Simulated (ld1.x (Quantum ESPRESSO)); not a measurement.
**Reading a pseudo-wave (Mg (Z = 12))**

Columns: radius, all-electron u(r) and pseudo u(r) of the 2s shell (level -79.55 eV) of magnesium in the configuration [He] 2s2 2p6 3s2 3p0; PBE, non-relativistic, RRKJ scheme, ld1.x (Quantum ESPRESSO) 7.5.

| r (bohr) | all-electron | pseudo |
| --- | --- | --- |
| 0.038 | 0.4775 | -0.1016 |
| 0.075 | 0.5547 | -0.2006 |
| 0.113 | 0.4252 | -0.3026 |
| 0.150 | 0.2039 | -0.4024 |
| 0.188 | -0.0557 | -0.5052 |
| 0.225 | -0.3041 | -0.6054 |
| 0.263 | -0.5355 | -0.7078 |
| 0.300 | -0.7288 | -0.8055 |
| 0.338 | -0.8915 | -0.9019 |
| 0.375 | -1.0155 | -0.9892 |
| 0.413 | -1.1103 | -1.0686 |
| 0.450 | -1.1743 | -1.1327 |
| 0.488 | -1.2148 | -1.1818 |
| 0.525 | -1.2337 | -1.2117 |
| 0.563 | -1.2355 | -1.2236 |
| 0.600 | -1.2236 | -1.2184 |
| 0.638 | -1.1999 | -1.1984 |
| 0.675 | -1.1684 | -1.1681 |
| 0.713 | -1.1294 | -1.1294 |
| 0.750 | -1.0867 | -1.0867 |
| 0.788 | -1.0396 | -1.0396 |
| 0.825 | -0.9915 | -0.9915 |
| 0.863 | -0.9411 | -0.9411 |
| 0.900 | -0.8917 | -0.8917 |
| 0.938 | -0.8413 | -0.8413 |
| 0.975 | -0.7930 | -0.7930 |

Problem. How many radial nodes do the two functions have?

Solution. The all-electron 2s function has n − l − 1 = 1; the pseudo-wave has 0, since the states of the same l below it are removed with the core.

Problem. At about which radius was the pseudo-wave matched?

Solution. 0.75 bohr. The columns agree to 0.0005 from 0.68 bohr on; several derivatives are matched, so the curves merge somewhat inside the radius.

Problem. Where does each function peak?

Solution. Outermost all-electron maximum near 0.56 bohr, pseudo maximum near 0.56 bohr (to the table’s step).

Problem. Is the pseudo-wave norm-conserving?

Solution. Yes: the RRKJ scheme keeps the norm inside the radius equal to the all-electron one, which fixes the energy derivative of the logarithmic derivative at the level.
